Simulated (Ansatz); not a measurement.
`N[CH2][InH][NH2]`, relaxed with RKS PBE0-D4/def2-TZVP in Ansatz from a PBE-D4/def2-SVP geometry. The force threshold is 0.005 eV/Å; the program also tests the step.

Charge 0, multiplicity 1. In: def2 effective core potential.

Start:

```xyz
11

N     0.920   -1.439   -0.555
C     0.806   -0.910    0.793
In   -0.456    0.923    0.988
N    -1.111    1.301   -0.927
H    -0.003   -1.684   -0.936
H     1.315   -0.741   -1.197
H     1.813   -0.671    1.194
H     0.385   -1.682    1.469
H    -1.068    2.108    2.116
H    -0.877    0.724   -1.738
H    -1.723    2.070   -1.207
```

```tsv
step	energy (eV)	largest force (eV/Å)	largest move (Å)
1	-9301.2969	0.609	0.000
2	-9301.3529	0.365	0.114
3	-9301.3599	0.120	0.070
4	-9301.3621	0.049	0.016
5	-9301.3626	0.021	0.019
6	-9301.3627	0.014	0.008
7	-9301.3627	0.014	0.005
8	-9301.3627	0.002	0.002
```

End:

```xyz
11

N     0.945   -1.473   -0.524
C     0.789   -0.883    0.799
In   -0.462    0.905    0.910
N    -1.146    1.340   -0.945
H     0.050   -1.741   -0.911
H     1.354   -0.812   -1.172
H     1.777   -0.640    1.199
H     0.380   -1.635    1.477
H    -1.009    2.012    2.107
H    -0.934    0.809   -1.774
H    -1.744    2.118   -1.166
```

It took 26 s on 4 threads of an Arm Neoverse V1 on a shared host, with 0.46 GiB of host memory at the peak.
